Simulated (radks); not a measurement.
All-electron atom: the antimony ion Sb6+ in [Kr] 4d9. Method: scalar-relativistic Kohn-Sham, PBEsol, spin-polarised, spherical densities, point nucleus; open shells are filled with parallel spins first (spin-orbit coupling, left out, can overturn this in heavy ions); computed with a radial shooting solver on a logarithmic mesh with Libxc functionals.

X-ray form factor f0, the Fourier transform of the density (f0(0) = 45):

| sin(theta)/lambda (1/angstrom) | f0 (electrons) |
|---|---|
| 0.05 | 44.664 |
| 0.1 | 43.687 |
| 0.15 | 42.155 |
| 0.2 | 40.194 |
| 0.25 | 37.950 |
| 0.3 | 35.570 |
| 0.4 | 30.889 |
| 0.5 | 26.836 |
| 0.6 | 23.642 |
| 0.8 | 19.400 |
| 1 | 16.670 |
| 1.25 | 13.853 |
| 1.5 | 11.308 |
| 2 | 7.624 |
